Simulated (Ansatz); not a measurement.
C3H6O2Si can be A, `C=C1C[SiH](O)O1`, or B, `C=C1O[SiH]1OC`.

Computed with Ansatz on PBE0-D4/def2-TZVP structures; ΔE is electronic, products minus reactants. CCSD(T)/CBS adds triple-zeta CCSD(T) − MP2 to the extrapolated MP2 energy (def2 sets, frozen cores). DFT in def2-TZVPP. B3LYP here is the variant with VWN-RPA as its local correlation; programs differ in this. One conformer a species, not always the lowest.

(1) Which isomer does CCSD(T)/CBS put lower? Give the gap. (An estimate is asked.)

(2) Give E(B) − E(A) in kJ/mol with MP2/def2-TZVPP, ωB97M-V, B3LYP, CCSD/def2-TZVPP, PBE-D4, PBE0-D4, r2SCAN-D4. (An estimate is asked.)

Largest T1 diagnostic: 0.014.

## Answers

(1) Ansatz gave: A, by 179.3 kJ/mol.

(2) Ansatz gave: MP2/def2-TZVPP 184.5, ωB97M-V 179.9, B3LYP 162.7, CCSD/def2-TZVPP 180.8, PBE-D4 165.7, PBE0-D4 179.5, r2SCAN-D4 171.1. None reverses the order clearly.

The D4 term adds +3.4 kJ/mol with B3LYP and +1.8 kJ/mol with PBE0; it sums over pairs of atoms, weighted by their polarisabilities, and B3LYP, whose exchange is more repulsive, gets the larger term. From PBE to PBE0 (25 % exact exchange), in def2-TZVPP and without D4, E(B) − E(A) moves by +14.2 kJ/mol.
